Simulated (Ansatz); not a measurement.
boron oxyfluoride (SMILES O=BF) moved off its minimum; all values from Ansatz (an electronic-structure program), cores frozen in correlated methods.
(charge 0, multiplicity 1)
```xyz
3

F      0.0492     0.0185    -1.1922
B     -0.0277     0.0189     0.1961
O      0.0684    -0.0678     1.3163
```

Forces at B3LYP/def2-TZVPP (eV/Å):

| atom | Fx | Fy | Fz |
|---|---|---|---|
| F1 | -0.509 | 0.169 | 3.699 |
| B2 | 0.149 | 0.290 | -12.300 |
| O3 | 0.361 | -0.458 | 8.601 |

**Question.** Give the forces (eV/Å), the total energy and the dipole at CCSD(T)/aug-cc-pVTZ.

**Answer.** 
| atom | Fx | Fy | Fz |
|---|---|---|---|
| F1 | -0.503 | 0.167 | 3.628 |
| B2 | 0.042 | 0.380 | -13.362 |
| O3 | 0.461 | -0.548 | 9.734 |
Energy -199.7346 hartree, dipole 1.36 D.
